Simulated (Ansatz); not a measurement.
Input for Ansatz (a program for electronic structure): R-CCSD(T)/aug-cc-pVDZ on HF (SMILES F) with ghost functions, monomers drawn apart or pushed together.

Ansatz 0.2 input:
```yaml
crystal:
  periodic: [false, false, false]
  atoms:
    - {symbol: F, position_ang: [-0.36218514, 0.13536947, 0.36942273]}
    - {symbol: H, position_ang: [-0.22032105, -0.77429421, 0.26519966]}
basis:
  gaussian:
    orbitals: aug-cc-pVDZ
    ghost_atoms:
      - {symbol: Br, position_ang: [-0.01430422, 0.99619271, 4.04061082]}
      - {symbol: H, position_ang: [-0.18618423, 0.88472669, 2.62540797]}
magnetization: {spin_polarized: false}
correlation: {method: ccsd_t, electrons: outside_noble_gas}
scf: {lower_state_search: off}
```

Question: Give the final energy of this run.

Answer: -100.2640 hartree (reference determinant -100.0331, T1 diagnostic 0.013).
